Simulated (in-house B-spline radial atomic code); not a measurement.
Configurations of the tin ion Sn²⁺, with energies counted from [Kr] 4d10 5s2. All numbers are computed (scalar-relativistic (X2C) B97-1, spin-polarised, spherical fractional occupations, exact exchange averaged over the configuration; Fermi nucleus of rms radius 4.6519 fm) with an all-electron radial atomic-structure program (B-spline basis), not measured. Shells without spins written out take the highest spin.

Occupations are held fixed; configurations that lie above the ionisation limit could autoionise.

```csv
configuration,E - E(ref) (eV),highest orbital,its <r> (bohr)
[Kr] 4d10 5s1 6s1,17.281,6s up,4.796
[Kr] 4d10 5s1 6p1,19.724,6p up,5.584
[Kr] 4d9 5s2 5f1,45.543,5f up,8.491
[Kr] 4d9 5s2 6f1,47.25,6f up,13.17
[Ar] 3d9 4s2 4p6 4d10 5s2 6p1,502.33,6p up,5.442
[Ar] 3d9 4s2 4p6 4d10 5s2 6d1,505.65,6d up,7.245
```

Q: Order these further configurations by energy, lowest first.
A. [Kr] 4d9 4f1 5s2
B. [Kr] 4d10 5s1 5d1
C. [Kr] 4d9 5s2 5d1
D. [Ar] 3d10 4s2 4p5 4d10 4f1 5s2
E. [Kr] 4d9 5s2 6d1

A: B (17.74 eV), C (38.057 eV), A (42.977 eV), E (43.652 eV), D (109.68 eV).

Q: How far above the reference does [Ar] 3d9 4s2 4p6 4d10 4f1 5s2 lie?

A: 505.07 eV; its least bound orbital is 4f up with <r> = 5.022 bohr.
